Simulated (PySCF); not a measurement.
Sc(OH) (HOSc), SMILES [OH][Sc].

Coordinates come from a PBE0-D3(BJ)/def2-TZVP optimisation. The multiplicity is an assumed one; other spin states were not compared.

These are PBE0-D3(BJ)/def2-TZVP in PySCF values and carry that method's errors.

Frequencies are harmonic and unscaled.

Modes within 1.5 cm⁻¹ of each other (mostly degenerate sets) share a row, with their intensities summed.

Computed harmonic wavenumbers and intensities:
| mode | ν (cm⁻¹) | IR (km/mol) | moving atoms (share of kinetic energy) |
|---|---|---|---|
| 1–2 | 290 | 266.5 | H 87 %, O 13 % |
| 3 | 803 | 112.8 | O 68 %, Sc 27 % |
| 4 | 3985 | 337.9 | H 94 % |
